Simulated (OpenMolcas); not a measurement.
Pd3+ (d7) on a cation site of an ionic host was computed by SS-CASPT2, IPEA 0.25 Eh, imaginary shift 0.1 Eh with the d shell active (OpenMolcas, ANO-RCC-VTZP on the metal). Its lowest spin-free states, and all those of the highest spin:

| 2S+1 | Degeneracy | E (cm-1) |
| --- | --- | --- |
| 2 | 2 | 0 |
| 4 | 3 | 11410 |
| 2 | 3 | 19330 |
| 2 | 3 | 20870 |
| 2 | 3 | 22310 |
| 2 | 3 | 33140 |
| 4 | 3 | 33930 |
| 2 | 1 | 40120 |
| 4 | 3 | 41310 |
| 2 | 3 | 42030 |
| 2 | 3 | 43910 |
| 2 | 2 | 44250 |
| 4 | 1 | 57910 |

Q: Is the site octahedral, tetrahedral or cube-like, axial, or of lower symmetry?

A: The states with 2S+1 = 4 have orbital degeneracies 3, 3, 3, 1. Threefold states need a cubic site. For d7 at this spin an octahedron puts the threefold T1 below the threefold T2 and a tetrahedron or cube puts the single A2 below the threefold T2, so the site is octahedral. The run had Pd3+ with its 6 nearest fluoride ions at 2.024 Å, on the Ga site of K2NaGaF6 (a = 8.246 Å, distance in the model lattice 1.938 Å). The rest of the host is ab initio model potentials to 7.6 Å, with orthogonalisation functions on the cations behind the ligands, and point charges beyond; the distance is set by hand and nothing relaxes. Ligand basis ANO-RCC-VDZP.

Roots that are degenerate in the reference are averaged as groups; the widest CASPT2 spread within a group is 140 cm-1 (the 2-fold group of multiplicity 2 near 44200 cm-1 above the lowest state of its run). Shifts and gaps below about the spread of the groups concerned are not significant. Over all roots computed the reference weight is 0.69 to 0.72; a low but even weight reflects the number of correlated electrons. An orbital doublet at a regular site is open to a Jahn-Teller distortion, which this geometry leaves out. This shell can be high or low spin here, a state of another spin lies low, and with metal d orbitals alone active their balance is uncertain, so the ground spin may be wrong, although the usual error favours high spin. The least metal-like active orbital is 77 % on the metal (Löwdin) and no ligand orbital is active, so the numbers are rough. Ligand-to-metal charge-transfer states are missing. These CASPT2 states fit no ligand-field parameters well, so their order and spin gaps are uncertain. With no ligand orbital active B as a rule stays too high, so bands that hang on it stand too high and its fall with covalency is understated. With one d shell and no ligand orbital active, 10Dq can be off by a tenth or more. No measured value stands beside these numbers; the geometry was set by hand and not optimised.
